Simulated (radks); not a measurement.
Task: These are the eigenvalues of the occupied orbitals of an atom or ion with whole-number occupations (Ry). Method: non-relativistic Kohn-Sham, r2SCAN, spin-polarised, spherical densities, point nucleus; meta-GGA in the generalised Kohn-Sham scheme; computed with a radial shooting solver on a logarithmic mesh with Libxc functionals.

1s up: -323.0206
1s down: -323.0191
2s up: -35.41567
2s down: -35.39168
2p up: -29.22594
2p down: -29.20671
3s up: -4.56563
3s down: -4.47956
3p up: -2.96413
3p down: -2.87523
4s up: -0.63733
3d up: -0.63199
5d up: -0.03918

Which element is it, and in what charge state? The configuration may be excited. Open shells, if any, are filled with parallel spins first.

Result: Z = 21, scandium, charge 0: Sc in [Ar] 3d1 4s1 5d1. The list shows which subshells hold electrons but not how many an open one holds; the 1s level, -161.51 hartree, gives Z - s = 18.0 by -(Z - s)^2/2, which with screening narrows Z to a few neighbours, and the depths of the outer levels then fix element, charge and occupations together.
